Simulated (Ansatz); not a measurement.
The cluster CuSn₂ (the lowest doublet isomer of a short search). Total charge 0; doublet. Geometry PBE-D4/def2-TZVP, basis def2-TZVP, Ansatz.

```xyz
3

Cu   -1.0824   -0.6989   -0.6731
Sn    1.0172    0.7645   -0.8598
Sn    0.0653   -0.0656    1.5329
```

```csv
run,HOMO (eV),LUMO (eV)
A,-5.05,-3.23
B,-6.80,-1.54
C,-5.60,-2.60
D,-4.59,-3.71
E,-4.22,-4.11
F,-4.95,-3.34
```

In the def2 sets Sn takes a core potential; there is no spin–orbit coupling. HSE06 is defined as in plane-wave codes, on full-range PBE exchange. HOMO above LUMO, or a gap near zero within one spin, warns that the state may not be the lowest or that an electron is smeared out. The structure comes from a short search, and lower isomers may exist.

HOMO and LUMO are taken over both spins.

**Question.** The runs used BHLYP, HSE06, PBE, PBE0, r2SCAN0, ωB97X-V. Estimate which is which.

**Answer.** A r2SCAN0 (25 % exact exchange); B ωB97X-V (range-separated); C BHLYP (50 % exact exchange); D HSE06 (range-separated); E PBE (0 % exact exchange); F PBE0 (25 % exact exchange). Exact exchange lowers occupied and raises empty levels; among semilocal functionals meta-GGAs tend to open the gap a little, and such runs are hard to tell apart. The gap grows from 0.11 eV (PBE) to 5.26 eV (ωB97X-V). At PBE-D4/def2-TZVP the gap within one spin of the charge 0 doublet nearly closes, so an electron or hole may be smeared out by delocalisation error.
